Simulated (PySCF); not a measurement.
Ionisation energy of Sb by level of theory

Sb [Kr] 4d10 5s2 5p3 (4S) → Sb+ [Kr] 4d10 5s2 5p2 (3P), as a difference of total energies. Computed with PySCF 2.14 in x2c-TZVPall, with scalar relativity by spin-free X2C-1e. Correlated levels: valence: [Kr] 4d10 frozen. The calculations carry no spin-orbit coupling.

```tsv
method	ionisation energy (eV)	error (eV)
UHF	8.577	-0.547
B3LYP	8.919	-0.205
M06-2X	8.956	-0.168
MP2 (valence)	8.969	-0.155
SCS-MP2 (valence)	8.850	-0.274
```

Reference: 9.124 eV (measured; NIST levels, between the centres of gravity of the two terms).

Errors of the correlated levels include the incompleteness of this basis and the frozen core.
